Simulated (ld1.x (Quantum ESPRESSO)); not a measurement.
# What one change does to a pseudopotential (S, TM semilocal)

S, norm-conserving Troullier–Martins (semilocal form), made with ld1.x (Quantum ESPRESSO) 7.5 (PBE, scalar-relativistic). Core [Ne], reference 3s1.75 3p4.25. Waves: 3p (bound): rc 1.25 bohr; 3d channel at 0.45 Ry: rc 1.05 bohr; 3s (bound): rc 1.05 bohr. Local part: the s channel. Core correction: a·sin(br)/r model core, default radius (core density twice the valence density).

All-electron outer shells of the reference configuration (PBE, scalar-relativistic, ld1.x):

```csv
shell,level (eV),outermost node (bohr),outermost maximum (bohr)
2s,-212.08,0.13,0.39
2p,-156.87,–,0.33
3s,-17.43,0.60,1.40
3p,-7.15,0.58,1.59
```

Change: wave 3p (bound): rc 1.25 bohr becomes 3p (bound): rc 1.46 bohr.

Cutoffs: the cutoffs (Ry, on a coarse ladder) from which the occupation-weighted sum of valence levels, in a spherical-Bessel basis at the reference potential, stays within 10 and 1 mRy of its value at 400 Ry; they do not see the model core or the augmentation charge, which bear on the density cutoff. Errors are all-electron minus pseudo energies relative to the spin-unpolarised reference configuration.

Predict the effect on cutoff, ghosts and configuration errors.

The potential gets softer (80 Ry and 200 Ry → 70 Ry and 180 Ry); of the 7 tests that both files solve, the error grows in 1 and shrinks in 2 by more than 15 % and 0.3 meV (median size 3.1 → 3.7 meV); neither file shows a bound ghost. A larger radius leaves more room for a smooth pseudo-wave, so fewer plane waves are needed. A semilocal file is local in each channel, so a ghost entry of none says nothing of the separable form that plane-wave codes build from it.

```tsv
quantity	base	changed
cutoff, loose	80 Ry	70 Ry
cutoff, tight	200 Ry	180 Ry
loose cutoff by channel (10 mRy a level)	p 12 Ry, s 60 Ry	p 10 Ry, s 60 Ry
bound ghosts	none	none
error for 3s2 3p4, meV [ΔE -2.57 eV]	+0.1	-0.1
error for 3s2 3p3, meV [ΔE 9.20 eV]	+3.1	+2.5
error for 3s2 3p2, meV [ΔE 31.49 eV]	+26	+25
error for 3s2 3p4.3, meV [ΔE -4.27 eV]	+0.6	+0.4
error for 3s0 3p6, meV [ΔE 18.17 eV]	-0.6	-6.7
error for 3s1 3p4, meV [ΔE 20.08 eV]	+6.0	+3.7
error for 3s2 3p0, meV [ΔE 112.33 eV]	+226	+255
```
